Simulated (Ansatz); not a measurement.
Species: C2H3Br, SMILES `C=CBr` (charge 0, multiplicity 1).

Task: Give a relaxed geometry from Ansatz (an electronic-structure program) with CAM-B3LYP-D3(BJ)/def2-TZVP.

Result: the end point of this relaxation (outside a Z-matrix the atoms follow the SMILES, hydrogens last).
Cartesian coordinates (Å) in one orientation:
```xyz
6

C     -0.723    -0.205    -0.042
C      0.489     0.303    -0.075
Br     1.970    -0.496     0.778
H     -1.529     0.305    -0.554
H     -0.954    -1.122     0.481
H      0.747     1.216    -0.588
```
